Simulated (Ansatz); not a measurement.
Species: LuF3, charge 0, multiplicity 1. 
Coordinates optimised at B3LYP-D3(BJ)/def2-TZVP (Ansatz, a quantum-chemistry and plane-wave program):
```
Lu
F 1 1.9710
F 1 1.9710 2 120.00
F 1 1.9710 2 120.00 3 -180.00
```

Property: vertical electron affinity (to the doublet state of charge -1; a negative value means that the extra electron is unbound and the number depends on the basis; each state is the SCF solution reached for its spin; the molecule has degenerate orbitals, so one determinant may break the symmetry), in eV. Valence correlation only, unless marked. UHF or UKS for open shells. No spin-orbit coupling. Frozen are the shells of the preceding noble gas and the d and f shells that filled before the atom's block. Past Kr the def2 sets carry scalar-relativistic core potentials. Anions need diffuse functions: the other sets have none. 

```json
[
 {"level": "SVWN5/def2-TZVP", "program": "Ansatz", "vertical electron affinity (eV)": "1.27"},
 {"level": "PBE/def2-TZVP", "program": "Ansatz", "vertical electron affinity (eV)": "1.05"},
 {"level": "r2SCAN/def2-TZVP", "program": "Ansatz", "vertical electron affinity (eV)": "1.05"},
 {"level": "B3LYP/def2-TZVP", "program": "Ansatz", "vertical electron affinity (eV)": "1.12"},
 {"level": "PBE0/def2-TZVP", "program": "Ansatz", "vertical electron affinity (eV)": "0.99"},
 {"level": "BHLYP/def2-TZVP", "program": "Ansatz", "vertical electron affinity (eV)": "0.92"},
 {"level": "CAM-B3LYP/def2-TZVP", "program": "Ansatz", "vertical electron affinity (eV)": "1.05"},
 {"level": "wB97M-V/def2-TZVP", "program": "Ansatz", "vertical electron affinity (eV)": "0.78"},
 {"level": "wB97X-V/def2-TZVP", "program": "Ansatz", "vertical electron affinity (eV)": "0.73"},
 {"level": "wB97X/def2-TZVP", "program": "Ansatz", "vertical electron affinity (eV)": "0.65"},
 {"level": "B2PLYP/def2-TZVP", "program": "Ansatz", "vertical electron affinity (eV)": "0.82"}
]
```
